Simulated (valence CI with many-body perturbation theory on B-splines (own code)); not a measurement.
# E1 line list for V X

Calculated by relativistic CI+MBPT: four valence electrons over a frozen Dirac-Fock core [Ne], a basis of 11 s, 11 p, 10 d, 8 f, 5 g, 2 h functions for each j, with the one-electron correlation potential Σ1 (screened to all orders), the two-electron term Σ2, the three-electron term Σ3, Breit, model QED; selected single and double excitations, second order for the rest, scaled by the run's own slope (own B-spline code, finite nucleus).

No measured levels were compared; by estimate levels of excited configurations hold to 0.05 to 0.15 % of their energy, terms of the ground configuration to about 0.5 %. Among the levels kept, up to 630 cm⁻¹ of a level comes from second order outside the variational space, and about a tenth of that is noise between levels of different J, which matters for small intervals.

Lines 151 to 200 of 558 in falling wavelength, among levels below 937070 cm⁻¹, chosen from the strongest by gf and those to the six lowest levels. Wavelengths and rates use the calculated energies, so an error of 100 cm⁻¹ moves a line at 34.18 nm by 0.034 % and its rate by three times that or more. Electric multipoles are in the length gauge, E1 and E2 with the static RPA response of the core. Weak lines are less certain than strong ones. Lines between different terms over intervals too small for the method are left out, as are lines whose strength nearly cancels. Where a level lies close to another of its J and parity, the split of strength between their lines is uncertain. The highest levels of a list are the least certain.

Names give the largest LS component (configuration and term), which can be under half, so a name can repeat, a term be missing and a line seem to break the LS rules; names also repeat where a configuration has a term twice. Letters in brackets count levels of one name in rising energy.

| λ vac (nm) | Upper | Lower | A (s⁻¹) | S (a.u.) |
| --- | --- | --- | --- | --- |
| 34.18 | 3p3 3d 3D°_1 [c] | 3s 3p2 3d 3P_1 [b] | 4.19e+09 | 2.48e-01 |
| 34.16 | 3p3 3d 5D°_2 | 3s 3p2 3d 5F_3 | 7.72e+09 | 7.59e-01 |
| 34.14 | 3p3 3d 3P°_2 [b] | 3s 3p2 3d 3P_2 [a] | 4.53e+09 | 4.45e-01 |
| 34.12 | 3p3 3d 3D°_2 [c] | 3s 3p2 3d 3P_1 [b] | 7.45e+09 | 7.31e-01 |
| 34.12 | 3s 3p2 3d 3D_1 [d] | 3s2 3p 3d 3P°_1 | 2.55e+09 | 1.50e-01 |
| 34.09 | 3p3 3d 5D°_3 | 3s 3p2 3d 5F_3 | 3.87e+09 | 5.29e-01 |
| 34.06 | 3p3 3d 3D°_1 [c] | 3s 3p2 3d 3P_0 [b] | 5.44e+09 | 3.18e-01 |
| 34.05 | 3s 3p2 3d 1D_2 [b] | 3s2 3p 3d 3P°_2 [b] | 7.27e+09 | 7.08e-01 |
| 34.00 | 3p3 3d 5D°_1 | 3s 3p2 3d 5F_2 | 7.82e+09 | 4.55e-01 |
| 33.96 | 3s 3p2 3d 3D_3 [d] | 3s2 3p 3d 3P°_2 [a] | 8.46e+09 | 1.14e+00 |
| 33.95 | 3p3 3d 5D°_2 | 3s 3p2 3d 5F_2 | 4.66e+09 | 4.50e-01 |
| 33.88 | 3p3 3d 5D°_0 | 3s 3p2 3d 5F_1 | 1.29e+10 | 2.47e-01 |
| 33.87 | 3p3 3d 5D°_1 | 3s 3p2 3d 5F_1 | 5.05e+09 | 2.91e-01 |
| 33.82 | 3s 3p3 3S°_1 | 3s2 3p2 1D_2 | 7.11e+08 | 4.07e-02 |
| 33.72 | 3p3 3d 3D°_2 [c] | 3s 3p2 3d 3D_3 [b] | 2.45e+09 | 2.32e-01 |
| 33.64 | 3s 3p 3d2 3D°_3 | 3s 3p2 3d 3D_3 [b] | 3.43e+09 | 4.51e-01 |
| 33.51 | 3p3 3d 1F°_3 [b] | 3s 3p2 3d 1G_4 | 3.80e+09 | 4.94e-01 |
| 33.49 | 3p3 3d 3D°_1 [c] | 3s 3p2 3d 3D_2 [b] | 2.89e+09 | 1.61e-01 |
| 33.44 | 3p3 3d 3D°_2 [c] | 3s 3p2 3d 3D_2 [b] | 2.31e+09 | 2.13e-01 |
| 33.41 | 3s 3p 3d2 3D°_3 | 3s 3p2 3d 3F_4 [b] | 4.33e+09 | 5.58e-01 |
| 33.36 | 3s 3p 3d2 3D°_3 | 3s 3p2 3d 3D_2 [b] | 1.17e+09 | 1.51e-01 |
| 33.36 | 3p3 3d 1D°_2 [b] | 3s 3p2 3d 1F_3 [a] | 1.54e+09 | 1.41e-01 |
| 33.34 | 3p3 3d 3D°_1 [c] | 3s 3p2 3d 3D_1 [b] | 3.41e+09 | 1.87e-01 |
| 33.32 | 3s 3p2 3d 1D_2 [b] | 3s2 3p 3d 3P°_2 [a] | 7.03e+09 | 6.42e-01 |
| 33.06 | 3p3 3d 1F°_3 [b] | 3s 3p2 3d 3D_3 [a] | 2.00e+09 | 2.49e-01 |
| 33.04 | 3p3 3d 3D°_2 [c] | 3s 3p2 3d 3F_3 [b] | 3.12e+09 | 2.77e-01 |
| 32.97 | 3s 3p 3d2 3D°_3 | 3s 3p2 3d 3F_3 [b] | 1.32e+09 | 1.63e-01 |
| 32.80 | 3p3 3d 3D°_1 [c] | 3s 3p2 3d 3F_2 [b] | 4.09e+09 | 2.14e-01 |
| 32.79 | 3s 3p2 3d 3D_3 [c] | 3s2 3p 3d 3F°_4 | 1.22e+10 | 1.49e+00 |
| 32.70 | 3s 3p2 3d 1D_2 [c] | 3s2 3p 3d 1P°_1 | 1.30e+10 | 1.13e+00 |
| 32.70 | 3s2 3p 3d 3F°_2 | 3s2 3p2 1D_2 | 1.06e+08 | 9.15e-03 |
| 32.69 | 3s 3p2 3d 1P_1 [b] | 3s2 3p 3d 3D°_2 | 2.59e+09 | 1.34e-01 |
| 32.69 | 3s 3p2 3d 3D_2 [c] | 3s2 3p 3d 3F°_3 | 1.59e+10 | 1.37e+00 |
| 32.66 | 3p3 3d 3D°_3 [c] | 3s 3p2 3d 1G_4 | 1.90e+09 | 2.29e-01 |
| 32.62 | 3p3 3d 1D°_2 [c] | 3s 3p2 3d 1F_3 [a] | 1.94e+09 | 1.66e-01 |
| 32.47 | 3s 3p2 3d 3D_1 [c] | 3s2 3p 3d 3F°_2 | 1.98e+10 | 1.01e+00 |
| 32.45 | 3p3 3d 1D°_2 [b] | 3s 3p2 3d 3D_2 [a] | 3.21e+09 | 2.71e-01 |
| 32.34 | 3s 3p3 1P°_1 | 3s2 3p2 1D_2 | 2.06e+10 | 1.03e+00 |
| 32.34 | 3s2 3p 3d 3F°_3 | 3s2 3p2 1D_2 | 1.34e+07 | 1.56e-03 |
| 32.33 | 3s 3p2 3d 3D_2 [c] | 3s2 3p 3d 3F°_2 | 3.88e+09 | 3.24e-01 |
| 32.30 | 3s 3p2 3d 3F_3 [c] | 3s2 3p 3d 3F°_4 | 7.42e+09 | 8.64e-01 |
| 32.28 | 3p4 3P_2 | 3s 3p3 5S°_2 | 6.94e+06 | 5.76e-04 |
| 32.27 | 3s 3p2 3d 3D_3 [c] | 3s2 3p 3d 3F°_3 | 5.77e+09 | 6.70e-01 |
| 32.25 | 3s 3p 3d2 3F°_2 | 3s 3p2 3d 3D_1 [a] | 1.92e+09 | 1.59e-01 |
| 32.25 | 3s 3p2 3d 3P_2 [c] | 3s2 3p 3d 3D°_3 | 1.80e+10 | 1.49e+00 |
| 32.23 | 3p3 3d 3D°_3 [c] | 3s 3p2 3d 3D_3 [a] | 3.35e+09 | 3.88e-01 |
| 32.22 | 3p3 3d 3D°_2 [a] | 3p4 3P_1 | 2.37e+09 | 1.96e-01 |
| 32.16 | 3s 3p2 3d 3F_4 [c] | 3s2 3p 3d 3F°_4 | 1.65e+10 | 2.43e+00 |
| 32.05 | 3s 3p2 3d 3P_2 [a] | 3s 3p3 3P°_2 | 3.14e+09 | 2.55e-01 |
| 31.99 | 3p3 3d 3D°_1 [b] | 3s 3p2 3d 3D_1 [a] | 5.17e+09 | 2.51e-01 |
